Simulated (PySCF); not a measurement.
A structure optimised at B3LYP-D3(BJ)/def2-SVP, used in a PySCF frequency run:

```xyz
10

N     -1.4128    -1.2535     0.2089
Si    -0.3677    -0.0210    -0.3552
Cl    -0.4950     1.8020     0.6880
C      1.4363    -0.5351    -0.1022
F      1.7179    -1.6897    -0.8202
H     -2.3831    -1.2878    -0.0877
H     -1.2894    -1.6764     1.1238
H     -0.7085     0.2540    -1.7699
H      1.6388    -0.7116     0.9710
H      2.1146     0.2744    -0.4272
```
Charge 0, spin multiplicity 1.

Q: Write its SMILES and formula.

A: N[Si@@H](Cl)CF, CH5ClFNSi

Q: What are its rotational constants (standard atomic weights)?

A: 4.6604, 1.7970, 1.3977 GHz
